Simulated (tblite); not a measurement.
Compound: C5H10N2Si2.
Structure used (GFN2-xTB), in Å, numbered top down from 1:
```xyz
19
C5H10N2Si2 angstrom
Si     3.6096   -0.8127   -0.9836
N      1.9393   -0.4363   -0.7407
Si     1.2130    0.8098    0.1971
C     -0.6331    0.4036    0.1888
C     -1.5910    1.2585    0.7239
C     -2.9247    0.8907    0.7021
C     -3.2662   -0.3306    0.1422
C     -2.2462   -1.1168   -0.3713
N     -0.9739   -0.7646   -0.3501
H      3.6834   -1.5906   -2.2207
H      4.1573   -1.5916    0.1348
H      4.3207    0.4605   -1.0839
H      1.2754   -1.1356   -1.0424
H      1.7019    0.8394    1.5837
H      1.4402    2.1263   -0.4137
H     -1.2800    2.2007    1.1497
H     -3.6855    1.5410    1.1113
H     -4.2924   -0.6634    0.1032
H     -2.4575   -2.0790   -0.8227
```

Computed with GFN2-xTB (tblite): harmonic, unscaled wavenumbers at the GFN2-xTB geometry, gas phase. Errors from tens to a few hundred cm⁻¹ against measured bands are possible. Modes of hydrogen on silicon can be 10 to 20 % off. One conformer, not necessarily the lowest.

Harmonic wavenumbers (cm⁻¹): 30.5, 52.2, 67.8, 83.5, 136.4, 191.9, 229.0, 345.4, 363.9, 381.4, 414.5, 522.3, 552.0, 571.5, 591.6, 598.1, 692.3, 706.4, 724.2, 741.4, 748.2, 760.9, 798.7, 805.0, 829.7, 894.9, 916.5, 936.0, 1000.8, 1006.8, 1095.0, 1120.3, 1166.2, 1178.0, 1201.3, 1246.1, 1275.2, 1398.9, 1437.8, 1555.2, 1577.2, 2177.9, 2200.7, 2215.1, 2252.0, 2266.3, 3039.0, 3060.3, 3081.8, 3087.5, 3424.1.

A = 3553, B = 540.7, C = 474.7 MHz; mass 154.038 u (most abundant isotopes); point group C1, symmetry number 1.

Task: Zero-point energy?

Result: ½Σν̃ = 28875 cm⁻¹ = 82.56 kcal/mol.

Task: Give the ideal-gas entropy at 298.15 K and 1 bar in the rigid-rotor, harmonic-oscillator model (classical rotation).

Result: Translation 41.03, rotation 30.25, vibration 35.50: S = 106.8 cal/(mol K).

Task: And Cp and H(298.15 K) − H(0)?

Result: Cp = 43.61 cal/(mol K), of which vibrations give 35.67 (their classical limit is 51 R = 101.3); H(298.15 K) − H(0) = 7.69 kcal/mol without the zero-point energy, 5.32 from vibrations.

Task: What must be added to the electronic energy to get the Gibbs energy at 298.15 K and 1 bar?

Result: ZPE + [H(298.15 K) − H(0)] − T·S = 82.56 + 7.69 − 31.84 = 58.41 kcal/mol.

Task: Blend soft modes into free rotors: weight 1/[1 + (100 cm⁻¹/ν̃)⁴] for the oscillator and the rest for a rotor with moment μB/(μ + B), μ = h/(8π²ν), B = 10⁻⁴⁴ kg m². What vibrational entropy results?

Result: 31.23 cal/(mol K) in place of 35.50, which changes −T·S at 298.15 K by +1.27 kcal/mol.

Task: How do the functions run with temperature in this model?

Result: 
| T (K) | S (cal/(mol K)) | Cp (cal/(mol K)) | H − H(0) (kcal/mol) | G − H(0) (kcal/mol) | ln q(vib) |
| --- | --- | --- | --- | --- | --- |
| 150 | 83.8 | 25.4 | 2.59 | -9.99 | 4.39 |
| 250 | 99.6 | 37.7 | 5.73 | -19.18 | 7.43 |
| 400 | 121.2 | 54.6 | 12.71 | -35.76 | 11.95 |
| 600 | 146.5 | 70.1 | 25.30 | -62.60 | 17.83 |
| 900 | 177.8 | 83.8 | 48.58 | -111.42 | 26.01 |

q(vib) and H(0) count from the zero-point level.

Hindered rotation and anharmonicity are outside this model. Other conformers, if any are populated, would add a mixing term that is left out. The structure is chiral; the term R ln 2 for an equal mix with its mirror image is left out.

Time: 0.91 s wall. Hardware: one thread, Arm Neoverse V1 (aarch64), shared host. This covers the Hessian and the dipole derivatives.
